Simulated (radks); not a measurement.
The numbers below are computed, except where a source is named.
Species: Be+. Configuration: [He] 2s1. Level of theory: scalar-relativistic Kohn-Sham, LDA (Slater exchange, Perdew-Wang correlation), spin-unpolarised, spherical densities, finite nucleus; Fermi nuclear charge, rms radius 2.519 fm; without spin polarisation the odd electron is poorly described; hard spherical wall at 8 bohr (a radial shooting solver on a logarithmic mesh with Libxc functionals). Some entries of the table are withheld. Estimate them.

orbital,occ.,eigenvalue (eV),<r^2> (bohr^2)
1s,2,(1),0.2447
2s,1,(2),(3)
2p,0,-9.7997,(4)
3s,0,-2.1584,(5)
3d,0,-1.2796,(6)

Answer. 
(1) 1s eigenvalue (eV): -116.4101
(2) 2s eigenvalue (eV): -13.6311
(3) 2s <r^2> (bohr^2): 6.187
(4) 2p <r^2> (bohr^2): 6.779
(5) 3s <r^2> (bohr^2): 23.11
(6) 3d <r^2> (bohr^2): 19.96
